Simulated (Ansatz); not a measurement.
Reaction (redistribution): `O[SiH2]I` + `F[Si](F)(Cl)O[SiH2]Cl` → `O[SiH2]O[SiH2]Cl` + `F[Si](F)(Cl)I`

Calculated with Ansatz (gas phase, PBE0-D4/def2-TZVP geometries, no zero-point term in ΔE). CCSD(T)/CBS adds triple-zeta CCSD(T) − MP2 to the extrapolated MP2 energy (def2 sets, frozen cores). This one scheme is used for every species. Functionals use def2-TZVPP. HSE06 is defined as in plane-wave codes. def2 core potentials past Kr. For I outer-core shells are correlated without core-valence functions, which leaves a few kJ/mol of doubt a bond. Each species was taken in one conformer, which may not be the lowest.

```json
{"level": "revPBE-D4", "ΔE (kcal/mol)": "3.9", "difference from CCSD(T)/CBS": "-0.9"}
{"level": "B97M-V", "ΔE (kcal/mol)": "4.6", "difference from CCSD(T)/CBS": "-0.2"}
{"level": "r2SCAN0-D4", "ΔE (kcal/mol)": "5.7", "difference from CCSD(T)/CBS": "0.9"}
{"level": "HSE06-D4", "ΔE (kcal/mol)": "5.1", "difference from CCSD(T)/CBS": "0.3"}
{"level": "ωB97X-V", "ΔE (kcal/mol)": "4.5", "difference from CCSD(T)/CBS": "-0.3"}
{"level": "PBE", "ΔE (kcal/mol)": "4.2", "difference from CCSD(T)/CBS": "-0.6"}
{"level": "HSE06", "ΔE (kcal/mol)": "5.1", "difference from CCSD(T)/CBS": "0.3"}
{"level": "HF/def2-SVP", "ΔE (kcal/mol)": "7.4", "difference from CCSD(T)/CBS": "2.6"}
{"level": "MP2/def2-SVP", "ΔE (kcal/mol)": "5.2", "difference from CCSD(T)/CBS": "0.4"}
{"level": "HF/def2-QZVPP", "ΔE (kcal/mol)": "7.4", "difference from CCSD(T)/CBS": "2.6"}
{"level": "CCSD(T)/CBS", "ΔE (kcal/mol)": "4.8", "difference from CCSD(T)/CBS": "0"}
```

Largest T1 diagnostic among the species: 0.011.

Leaving LDA and LC-ωPBE aside and taking each functional with its dispersion term where it has one, the values, not all of them listed here, spread over 1.9 kcal/mol, from BLYP-D4 to r2SCAN0-D4. From BLYP to BHLYP (50 % exact exchange), in def2-TZVPP and without D4, ΔE moves by +1.5 kcal/mol. In def2-TZVPP, CCSD(T) changes the Hartree–Fock value by −2.2 kcal/mol (the triples alone add −0.4 kcal/mol) and MP2 by −2.8 kcal/mol.
